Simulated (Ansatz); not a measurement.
F2Mg (SMILES [F][Mg][F]) moved off its minimum; all values from Ansatz (a first-principles code), cores frozen in correlated methods.
(charge 0, multiplicity 1)
```xyz
3

Mg     0.0338    -0.0743    -0.0466
F      0.1740     0.0677     1.7369
F      0.0495    -0.0905    -1.7761
```

```json
[
 {"level": "HF/def2-TZVPP", "largest force (eV/Å)": "1.31", "on atom": "F2", "rms difference from CCSD(T)/def2-TZVPPD (eV/Å)": "0.311", "dipole (D)": "0.79"},
 {"level": "PBE/def2-TZVPP", "largest force (eV/Å)": "1.29", "on atom": "Mg1", "rms difference from CCSD(T)/def2-TZVPPD (eV/Å)": "0.059", "dipole (D)": "0.68"},
 {"level": "r2SCAN/def2-TZVPP", "largest force (eV/Å)": "1.28", "on atom": "Mg1", "rms difference from CCSD(T)/def2-TZVPPD (eV/Å)": "0.101", "dipole (D)": "0.71"},
 {"level": "B3LYP/def2-TZVPP", "largest force (eV/Å)": "1.28", "on atom": "Mg1", "rms difference from CCSD(T)/def2-TZVPPD (eV/Å)": "0.075", "dipole (D)": "0.71"},
 {"level": "wB97M-V/def2-TZVPP", "largest force (eV/Å)": "1.29", "on atom": "Mg1", "rms difference from CCSD(T)/def2-TZVPPD (eV/Å)": "0.080", "dipole (D)": "0.72"},
 {"level": "MP2/def2-TZVPPD", "largest force (eV/Å)": "1.33", "on atom": "Mg1", "rms difference from CCSD(T)/def2-TZVPPD (eV/Å)": "0.049", "dipole (D)": "0.73"},
 {"level": "CCSD(T)/def2-TZVPPD", "largest force (eV/Å)": "1.32", "on atom": "Mg1", "rms difference from CCSD(T)/def2-TZVPPD (eV/Å)": "0.000", "dipole (D)": "0.74"}
]
```

The differences count from one level among others, with limits of its own. Forces at CCSD(T)/def2-TZVPPD (eV/Å):

```tsv
atom	Fx	Fy	Fz
Mg1	0.153	0.144	1.303
F2	-0.105	-0.095	-0.669
F3	-0.048	-0.049	-0.634
```
